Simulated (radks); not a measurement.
Removal energies from the cobalt ion Co7+, [Ar] 3d2, by Delta-SCF beside the eigenvalue of the level emptied. Method: scalar-relativistic Kohn-Sham, r2SCAN, spin-polarised, spherical densities, finite nucleus; meta-GGA in the generalised Kohn-Sham scheme; Fermi nuclear charge, rms radius of each element as measured or else 0.836 A^(1/3) + 0.57 fm; computed with a radial shooting solver on a logarithmic mesh with Libxc functionals. Open shells are filled with parallel spins first.

removed from       final configuration  Delta-SCF (eV)  -eigenvalue (eV)
3d                            [Ar] 3d1          156.84            143.03
3p                    [Ne] 3s2 3p5 3d2          214.62            201.40
3s                    [Ne] 3s1 3p6 3d2          254.57            241.18
2p            [He] 2s2 2p5 3s2 3p6 3d2          966.18            929.37
